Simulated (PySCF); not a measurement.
```xyz
7
charge 0 multiplicity 1, angstrom
Mo    0.0000    0.0000    0.0000
F     1.4090    0.0000    1.1557
F    -0.7045    1.2202    1.1557
F    -0.7045   -1.2202    1.1557
F     1.4090    0.0000   -1.1557
F    -0.7045    1.2202   -1.1557
F    -0.7045   -1.2202   -1.1557
```

Method: PBE0 in PySCF with Mo def2-SVP with ECP28, F def2-SVP; scalar-relativistic core potentials, no spin–orbit coupling; density-fitted integrals.

This geometry of MoF₆ is a stationary point at this level.

**Question.** What is the point group?

**Answer.** D3h.

**Question.** Is it a minimum?

**Answer.** No: it has 1 imaginary mode, at 78i cm⁻¹ (a1'').

**Question.** List the harmonic modes with their infrared intensities.

**Answer.** 
```tsv
symmetry	ω (cm⁻¹)	IR (km/mol, summed over degenerate members)	type
a1''	78i	–	bend
e''	216	0.0	bend
a2''	309	34.1	bend
e'	316	26.2	bend
e'	366	24.9	bend
a1'	437	0.0	bend
e''	625	0.0	stretch
a1'	746	0.0	stretch
e'	755	438	stretch
a2''	770	316	stretch
```

**Question.** What are the dipole moment and the gap between the highest occupied and lowest empty levels?

**Answer.** 0.00 D and 6.45 eV.

**Question.** Give the atomic charges and bond orders.

**Answer.** 
| atom | Mulliken | Löwdin | polar tensor | Mayer order to Mo1 |
| --- | --- | --- | --- | --- |
| Mo1 | 1.61 | 0.50 | 3.49 | – |
| F2,3,4,5,6,7 | -0.27 | -0.08 | -0.58 | 1.09 |

In D3h the vibrations span a1'' + 2e'' + 2a2'' + 3e' + 2a1'. The a1', a1'', e'' modes carry no infrared intensity, as symmetry demands.

This need not be the most stable arrangement of these atoms. At this level a singlet minimum of Oh symmetry lies 43 kJ/mol below this structure.
